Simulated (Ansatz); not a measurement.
Job for Ansatz (a program for electronic structure): U-r2SCAN/cc-pVTZ on HBr, a point of a bond scan (R = 1.140 Å).

Ansatz 0.2 input:
```yaml
crystal:
  periodic: [false, false, false]
  atoms:
    - {symbol: Br, position_ang: [-0.00000000, -0.00000000, -0.03957816]}
    - {symbol: H, position_ang: [0.00000000, 0.00000000, 1.10027282]}
basis:
  gaussian:
    orbitals: cc-pVTZ
hamiltonian:
  xc: {name: r2SCAN}
magnetization: {spin_polarized: true, initial_magnetization: 0}
```

The head of its log:

```
WARN ansatz: RAYON_NUM_THREADS=2 ignored (pool sized by the plan → 2); use --threads N
Functional definition: r2SCAN
integrals: 0.01 GiB planned
434 factors; their error is unknown
mean field: 0.17 GiB planned
mean field evaluation 1: about -70061.5237 eV, gradient 7.8e0 eV
mean field evaluation 2: about -70061.6429 eV, gradient 6.3e0 eV
```

**Question.** Predict the final total energy.

**Answer.** -2574.7250 hartree.
